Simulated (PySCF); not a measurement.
Compound: C7H9 (doublet state).
Z-matrix (Å and degrees, GFN2-xTB geometry), rows numbered from 1:
```
C 
C   1  1.5375
C   2  1.4797  1  110.10
C   3  1.4253  2  126.12  1   -88.49
C   4  1.3620  3  108.04  2   177.86
C   5  1.4567  4  108.09  3    -0.23
C   6  1.3620  5  108.09  4     0.02
H   1  1.0874  2  110.13  3  -179.98
H   1  1.0873  2  110.21  3   -59.83
H   1  1.0873  2  110.24  3    59.89
H   2  1.0928  1  108.84  3  -120.67
H   2  1.0928  1  108.81  3   120.67
H   4  1.0740  3  124.81  2    -2.42
H   5  1.0744  4  127.40  3   179.98
H   6  1.0744  5  124.49  4  -179.78
H   7  1.0741  3  124.75  2     2.42
```

The hyperfine couplings belong to this conformer and change with its torsions.

Identity: `CC[C]1C=CC=C1` [radical].

Method used: PySCF 2.14.0, UKS B3LYP, pcH-1 on C H, non-relativistic, mean-field spin-orbit, GIAO. The structure is a single GFN2-xTB conformer in the gas phase; no vibrational or solvent corrections. The geometry wasn't refined by DFT: couplings that depend on bond lengths, twists or pyramidal angles can differ widely from those at the functional's own minimum. No stability test was run, so a lower SCF solution isn't excluded.

The largest Mulliken spin populations are on C3 (+0.59), C6 (+0.32), C5 (+0.32) and C7 (-0.11). Three atoms exceed +0.15. The positive populations add up to 1.28 and the negative ones to -0.28, together 2S = 1. The angles at C3 add up to 359.9°, so it is planar.

Problem. List the C–H protons on four-coordinate carbons next to a three-coordinate spin centre, with their couplings and θ (C–H bond against the normal to the plane of the centre's neighbours, projected along the bond that joins the two).

Solution. 
```csv
β H,on,centre,θ (°),cos²θ,a (G)
H11,C2,C3,60,0.25,+7.64
H12,C2,C3,60,0.25,+7.60
```

Couplings in gauss use g_iso = 2.0025.

Time: 57 s of wall time (grids of density and orbitals included); peak memory 1.1 GiB. Hardware: one thread of an Arm Neoverse V2, no GPU, shared host.
